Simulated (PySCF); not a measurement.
# Strontium: a sound run and one with changed settings

Sound run: Sr [Kr] 5s2, Sr⁺ [Kr] 5s1. Calculation: PySCF 2.14, in x2c-TZVPall; scalar relativity by spin-free X2C-1e. The sound run starts from symmetry-adapted Hartree-Fock orbitals and uses a fine grid where one is needed.

Changed run: radial step 1.2 in ln r (0.13 in the sound run). This setting is unsound on purpose.

```
species  method  sound run (hartree)  changed run (hartree)  converged
     Sr     UHF          -3177.31954            -3177.31954        yes
     Sr    TPSS          -3179.11486            -3195.57995        yes
     Sr   B3LYP          -3179.29227            -3192.07177        yes
    Sr⁺     UHF          -3177.14513            -3177.14513        yes
    Sr⁺    TPSS          -3178.90932            -3195.34015        yes
    Sr⁺   B3LYP          -3179.08006            -3191.84845        yes
```

Ionisation energy of Sr:

```csv
method,sound run (eV),changed run (eV)
UHF,4.746,4.746
TPSS,5.593,6.525
B3LYP,5.774,6.077
```

A coarse radial grid mis-integrates the density and the exchange-correlation energy, with errors of either sign; Hartree-Fock needs no grid.

For comparison, NIST gives 5.695 eV between the lowest levels.
